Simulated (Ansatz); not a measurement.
Consider the substitution at a C–N bond: `C=C([SiH3])NC` + HBr → `C=C([SiH3])Br` + CH₃NH₂.

Computed with Ansatz on PBE0-D4/def2-TZVP structures; ΔE is electronic, products minus reactants. CBS: MP2 limit from def2 TZ/QZ plus the TZ coupled-cluster correction, frozen cores. Functionals use def2-TZVPP. B3LYP here is the variant with VWN-RPA as its local correlation; programs differ in this. For Br outer-core shells are correlated without core-valence functions, which leaves a few kJ/mol of doubt a bond. Scalar relativity is left out up to krypton. One conformer a species, not always the lowest.

`C=C([SiH3])NC`:

Z-matrix (Å, degrees):
```
Si
C 1 1.878
H 1 1.489 2 111.6
H 1 1.489 2 111.3 3 119.8
H 1 1.483 2 107.7 3 -119.8
N 2 1.381 1 119.3 3 -67.4
C 2 1.343 1 117.5 3 116.0
C 6 1.441 2 121.1 1 30.7
H 6 1.010 2 113.9 1 172.6
H 7 1.088 2 121.8 1 -179.9
H 7 1.081 2 121.1 1 1.7
H 8 1.099 6 113.9 2 67.6
H 8 1.093 6 110.0 2 -53.7
H 8 1.091 6 109.3 2 -170.9
```

HBr:

Cartesian coordinates in Å:
```
Br -0.196 -0.649 -0.211
H 0.196 0.649 0.211
```

`C=C([SiH3])Br`:

Cartesian coordinates in Å:
```
C -1.394 0.523 -0.512
C -0.111 0.595 -0.188
Si 0.938 -0.804 0.464
Br 0.823 2.244 -0.374
H -1.958 1.371 -0.887
H -1.921 -0.420 -0.403
H 1.465 -0.447 1.804
H 2.074 -1.045 -0.460
H 0.084 -2.017 0.555
```

CH₃NH₂:

Cartesian coordinates in Å:
```
C -0.393 -0.389 0.131
N 0.776 0.348 -0.317
H -1.186 0.219 0.590
H -0.088 -1.143 0.860
H -0.831 -0.923 -0.715
H 1.204 0.842 0.455
H 0.517 1.046 -1.002
```

(1) Is it downhill or uphill in electronic energy at CCSD(T)/CBS, and by how much? (Estimate.)

(2) What do these levels give: B3LYP-D4, B2PLYP, PBE0, MP2/def2-TZVPP, CCSD(T)/def2-TZVPP, HF/def2-QZVPP? (Best estimate.)

Largest T1 diagnostic among the species: 0.012.

Results:

(1) Computed: Uphill: ΔE = +5.1 kJ/mol.

(2) Ansatz gave: B3LYP-D4 13.6, B2PLYP 7.2, PBE0 13.6, MP2/def2-TZVPP 4.8, CCSD(T)/def2-TZVPP 6.7, HF/def2-QZVPP 3.7 kJ/mol.

The D4 term adds +5.1 kJ/mol with B3LYP and +3.2 kJ/mol with PBE0; it sums over pairs of atoms, weighted by their polarisabilities, and B3LYP, whose exchange is more repulsive, gets the larger term.
